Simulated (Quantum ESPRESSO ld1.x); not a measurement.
Fractional charge and spin in the 3p shell of titanium: the spin-up occupation runs from 2 to 3 and the spin-down occupation from 2 to 3; the fullest corner is Ti2+, [Ne] 3s2 3d(up 1, down 1) 3p(up 3, down 3). Calculated with ld1.x of Quantum ESPRESSO 7.5: scalar-relativistic Kohn-Sham, LDA (Slater exchange, Perdew-Wang correlation), spin-polarised, spherical densities, point nucleus. Energy (eV) minus the two flat planes that join the four corners (they meet along the diagonal where the two added fractions sum to one electron); zero is where a piecewise linear energy would lie.

\begin{tabular}{lrrrrr}
down \ up & 2 & 2.25 & 2.5 & 2.75 & 3 \\ \hline
2 & 0.000 & -1.731 & -2.296 & -1.712 & 0.000 \\
2.25 & -1.731 & -2.211 & -1.547 & 0.243 & -1.578 \\
2.5 & -2.296 & -1.547 & 0.324 & -1.419 & -2.086 \\
2.75 & -1.712 & 0.243 & -1.419 & -2.008 & -1.550 \\
3 & 0.000 & -1.578 & -2.086 & -1.550 & 0.000 \\
\end{tabular}

Corners above the fullest one (they belong to Ti3+ and the next ion): (up 3, down 2) 62.943 eV, (up 2, down 3) 62.943 eV, (up 2, down 2) 144.74 eV. With half an added electron in each spin the energy lies 0.324 eV from the planes, and with half an added electron in spin up alone -2.296 eV. The planes are only a guide here: the flat-plane condition holds for ground states with one frontier orbital, while this shell lies below other occupied shells, so the corners above the fullest one are inner-hole states and not the ground states of those ions.
